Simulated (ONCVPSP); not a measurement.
## What one change does to a pseudopotential (Ga, ONCV)

ONCVPSP 4.0.1 input, shortened (lines: element, Z, core and valence counts, functional; n l f; lmax; l rc ep ncon nbas qcut; lloc lpopt rc5 dvloc0; l nproj debl; icmod fcfact rcfact), PBE, fully relativistic:

```
  Ga 31.00    5    2        4      upf
    1    0    2.00
    2    0    2.00
    2    1    6.00
    3    0    2.00
    3    1    6.00
    3    2   10.00
    4    0    2.00
    2
    0    2.00    0.00    3    7    2.80
    1    2.10    0.02    4    8    3.50
    2    1.25    0.00    4    9   14.60
    4    5    0.85    0.00
    0    2    2.20
    1    2    3.70
    2    2    3.10
    0    0.00    0.00
```

Open shells are filled in proportion to 2j + 1.

In the p channel the program set the typed energies aside and used 0.050, 3.750 Ha (j = l + 1/2; the other j can differ).

All-electron outer shells of the reference configuration (PBE, scalar-relativistic, ld1.x):

```tsv
shell	level (eV)	outermost node (bohr)	outermost maximum (bohr)
3p	-107.14	0.24	0.56
3d	-27.42	–	0.53
4s	-16.33	0.80	1.85
```

Change: all radii scaled by about 1.24 (s 2.48, p 2.60, d 1.56 bohr); local potential polynomial inside 1.06 bohr (lpopt 5, dvloc0 0 Ha).

Cutoffs: the cutoffs (Ha) at which the residual kinetic energy of the hardest occupied pseudo-wave falls to 1 and 0.1 mHa per electron; they do not see the model core or the augmentation charge, which bear on the density cutoff. Errors are all-electron minus pseudo energies relative to the spin-unpolarised reference configuration.

What does the change do?

The potential gets softer (77 Ha and 86 Ha → 60 Ha and 69 Ha); the bound ghost in s disappears; the lowest positive-energy flag moves from p3/2 at 112.0 eV to s at 9.5 eV; of the 4 tests that both files solve, the error grows in 4 and shrinks in 0 by more than 15 % and 0.3 meV (median size 5.4 → 24.5 meV). A larger radius leaves more room for a smooth pseudo-wave, so fewer plane waves are needed. More of the atom is replaced by a form fitted at one configuration, so other configurations suffer.

```tsv
quantity	base	changed
cutoff, loose	77 Ha	60 Ha
cutoff, tight	86 Ha	69 Ha
loose cutoff by channel	s 18 Ha, d 77 Ha	s 3.9 Ha, d 60 Ha
bound ghosts	s	none
GHOST(+) flags under 300 eV	p3/2 at 112.0 eV, p1/2 at 112.6 eV	s at 9.5 eV, p3/2 at 135.1 eV, p1/2 at 135.7 eV
error for 3d10 4s2 4p1, meV [ΔE -5.69 eV]	+5.7	+17
error for 3d10 4s1, meV [ΔE 21.13 eV]	+5.1	-32
error for 3d10 4s0, meV [ΔE 52.40 eV]	+33	-213
error for 3d10 4s1 4p2, meV [ΔE 0.85 eV]	+3.4	+4.5
```

 A true bound ghost makes a file unfit for plane-wave use even where its test errors are small: the radial tests pick states by their node count and pass the ghost by.
